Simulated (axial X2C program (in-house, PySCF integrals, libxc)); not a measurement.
RbB: from the spin-free to the two-component result

Calculated with an axial X2C code built on PySCF integrals. Spin-free means the one-electron spin-free X2C Hamiltonian; two-component (2c) means X2C with spin–orbit coupling and atomic mean-field two-electron Coulomb and Gaunt terms, so the difference of the two also holds small scalar two-electron terms. Basis: Rb dyall-cv3z [12s13p8d4f1g], B dyall-v3z [7s6p2d1f] (cores contracted in-house); Gaussian nuclei, density fitting, unrestricted open shells. Masses: Rb 84.912 u, B 11.009 u.

Spin-free state: M_S = 1, Λ = 1 (beyond evenly filled blocks: σα, π+α); fragments Rb + B.

```tsv
level	Re (Å)	ωe (cm⁻¹)	De (eV)	μ (D)
PBE0	2.959	247.8	0.924	-8.15
HF	3.040	254.7	0.273	-10.78
MP2	2.949	263.6	0.677	n/a
CCSD	2.976	253.8	0.644	n/a
CCSD(T)	2.971	253.0	0.680	n/a
PW91	2.967	238.0	1.035	-7.08
```

Correlated methods: 12 electrons correlated (number of frozen shells: Rb 3 s, 2 p, 1 d; B 1 s), 240 virtual spin orbitals or spinors in MP2, 90 natural virtuals in coupled cluster.

Dipoles are positive if B is the positive end.

Two-component determinant lowest at the distance of the search:

Ω = 2 (⟨Sz⟩ = 1.00, ⟨Lz⟩ = 1.00 at HF); fragments Rb + B.

| level | Re (Å) | ωe (cm⁻¹) | De (eV) | μ (D) |
| --- | --- | --- | --- | --- |
| PBE0 | 2.960 | 247.6 | 0.922 | -8.14 |
| HF | 3.041 | 254.5 | 0.238 | -10.78 |
| MP2 | 2.950 | 263.3 | 0.675 | n/a |
| CCSD | 2.977 | 253.5 | 0.642 | n/a |
| CCSD(T) | 2.972 | 252.6 | 0.677 | n/a |
| PW91 | 2.968 | 237.8 | 1.033 | -7.07 |

Problem. From the two tables, how do the constants change at the CCSD(T) level (2c against spin-free)?

Solution. At the CCSD(T) level Re rises by 0.001 Å and ωe decreases by 0.4 cm⁻¹; De changes by -0.003 eV.

Occupations by symmetry block were frozen at the best pattern of an incomplete PBE0 search. De is counted from the lowest determinant-based energies of the atoms at the same level, without counterpoise correction. Density functionals use the spin component along the axis (collinear). CCSD and (T) use frozen natural virtuals with an MP2 correction for the truncation; (T) itself is uncorrected, so its De runs slightly low. The 2c atoms are single determinants rather than J levels; their spin–orbit lowering is only partly caught, and De is too large by that part. This holds for PBE0, PW91. PBE0 can misorder states that lie within some tenths of an eV, so this need not be the ground state of the molecule. The nearest other spin-free determinant of the search, M_S = 0, Λ = 1, lies 0.22 eV up at the distance of the search. The functionals have no current-density term, which raises determinants with orbital currents, atoms included. The atomic limit has a lower orbital projection than the molecule and lies lower at mean-field level, so De may be about a tenth of an eV too small. With several unpaired electrons one determinant need not be a pure state. Open-shell Ω = 0 determinants with evenly filled partner blocks cannot be reached by this program, so the Ω shown need not be the lowest component. Some points did not converge and are left out. The stretched end of a curve changes character and is left out.
